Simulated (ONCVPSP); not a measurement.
# Before and after: ONCV potential for N (Z = 7)

```
Element                 : nitrogen (N)
Generator               : ONCVPSP 4.0.1
Type                    : optimised norm-conserving Vanderbilt (ONCV)
Functional              : LDA (Perdew-Zunger)
Relativity              : scalar-relativistic
Frozen core             : [He]
Valence charge          : 5
Reference configuration : 2s2 2p1 (charge +2)
Partial waves           : 2s: rc 0.95 bohr, ncon 5, nbas 8, qcut 7.3 1/bohr, 1 projector; 2p: rc 2.25 bohr, ncon 4, nbas 7, qcut 7 1/bohr, 2 projectors, debl 2.6 Ha
Local potential         : polynomial inside 0.60 bohr (lpopt 5, dvloc0 6 Ha)
Core correction         : Teter function, fcfact 4.5, rcfact 1.25
```

In the p channel the program set the typed energies aside and used -1.382, 0.050 Ha.

All-electron outer shells of the reference configuration (LDA (Perdew-Zunger), scalar-relativistic, ld1.x):

| shell | level (eV) | outermost node (bohr) | outermost maximum (bohr) |
| --- | --- | --- | --- |
| 1s | -420.63 | – | 0.15 |
| 2s | -48.89 | 0.32 | 0.96 |
| 2p | -37.62 | – | 0.85 |

Change: p: qcut 5.

Cutoffs: the cutoffs (Ha) at which the residual kinetic energy of the hardest occupied pseudo-wave falls to 1 and 0.1 mHa per electron; they do not see the model core or the augmentation charge, which bear on the density cutoff. Errors are all-electron minus pseudo energies relative to the spin-unpolarised reference configuration.

Question: How do hardness, ghosts and transferability respond?

Answer: The potential gets neither clearly harder nor softer (42 Ha and 135 Ha → 42 Ha and 135 Ha); the s channel sets the loose cutoff, while the largest relative change is in p, which becomes softer; of the 4 tests that both files solve, the error grows in 4 and shrinks in 0 by more than 15 % and 0.3 meV (median size 666.7 → 1062.6 meV); neither file shows a bound ghost.

```tsv
quantity	base	changed
cutoff, loose	42 Ha	42 Ha
cutoff, tight	135 Ha	135 Ha
loose cutoff by channel	s 42 Ha, p 16 Ha	s 42 Ha, p 12 Ha
bound ghosts	none	none
GHOST(+) flags under 300 eV	none	none
error for 2s2 2p3, meV [ΔE -42.70 eV]	+754	+1254
error for 2s2 2p2, meV [ΔE -28.97 eV]	+299	+479
error for 2s2 2p0, meV [ΔE 47.16 eV]	+580	+871
error for 2s1 2p0, meV [ΔE 124.64 eV]	+1377	+2027
s: phases at 0.96 bohr within 0.05 rad from the reference energy up to (Ha; the scan ends near 5)	4.3	4.3
p: phases at 2.29 bohr within 0.05 rad from the reference energy up to (Ha; the scan ends near 5)	3.6	2.8
rms error of d²Exc/dni dnj with the model core, mHa	3.60	2.52
```
